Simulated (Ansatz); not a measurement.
`[ZnH2]`. Total charge 0; spin multiplicity 1.

Z-matrix (Å, degrees):
```
Zn
H 1 1.544
H 1 1.544 2 180.0
```

(1) What are the harmonic wavenumbers in cm⁻¹ at PBE0-D4/def2-TZVP (Ansatz, finite differences of forces, unscaled)? (Estimate.)

(2) Is this a minimum?

(3) Give the ideal-gas thermochemistry at 298.15 K and 1 bar (rigid rotor, harmonic oscillator; point group D∞h, symmetry number 2).

Results:

(1) Computed: 653, 653, 1898, 1901.

(2) Yes, all 4 modes are real.

(3) Zero-point energy 30.5 kJ/mol; H(298) − E = 39.9 kJ/mol; entropy 200.9 J/(mol·K), of which translation 161.4, rotation 36.5, vibration 3.1; G(298) − E = -20.0 kJ/mol.
